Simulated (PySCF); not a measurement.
C5H8Si.
Numbering: `[SiH3:1][CH2:2][CH:3]=[C:4]1[CH:5]=[CH:6]1` (hydrogens: H7, H8, H9 on Si1; H10, H11 on C2; H12 on C3; H13 on C5; H14 on C6)

Structure optimised with GFN2-xTB, isolated species.

Question: Give the optimised bond lengths and angles.

Answer: 
```
                  bond  length (Å)
                Si1–C2       1.906
                 C2–C3       1.501
                 C3=C4       1.311
                 C4–C5       1.454
                 C5=C6       1.322
                 C4–C6       1.455
Si1–H7, Si1–H8, Si1–H9       1.465
        C2–H10, C2–H11       1.092
                C3–H12       1.082
                C5–H13       1.063
                C6–H14       1.063
```

Bonds in one row agree within 0.01 Å and their mean is given. A selection of angles:
```
     angle  degrees
 C2–Si1–H7    109.7
 H7–Si1–H8    109.5
 Si1–C2–C3    111.7
Si1–C2–H10    109.9
 C3–C2–H10    109.4
H10–C2–H11    107.0
  C2–C3–C4    123.7
 C2–C3–H12    116.3
 C4–C3–H12    119.9
  C3–C4–C5    153.6
  C3–C4–C6    152.3
  C5–C4–C6     54.0
  C4–C5–C6     63.0
 C4–C5–H13    148.1
 C6–C5–H13    148.8
 C5–C6–H14    148.5
  C4–C6–C5     62.9
 C4–C6–H14    148.6
```

Torsions: Si1–C2–C3–C4 112° (anticlinal); C2–C3–C4–C5 180° (antiperiplanar); C3–C4–C5–C6 -179° (antiperiplanar); C3–C4–C6–C5 179° (antiperiplanar). The mirror-image conformer, all signs reversed, is as good.

Si1 (SiH3 silicon) is tetrahedral (angles from 109.2° to 109.8°). The 5 C–C bonds span 1.311 Å (C3=C4, drawn double) to 1.501 Å (C2–C3, drawn single), a spread of 0.190 Å. The 3-membered ring C4–C5–C6 has internal angles of 54.0° to 63.0°.

Point group: C1 (no symmetry element, even within 0.4 Å). Not checked by GFN2-xTB frequencies. One conformer, not necessarily the lowest.

All values are computed, not measured.
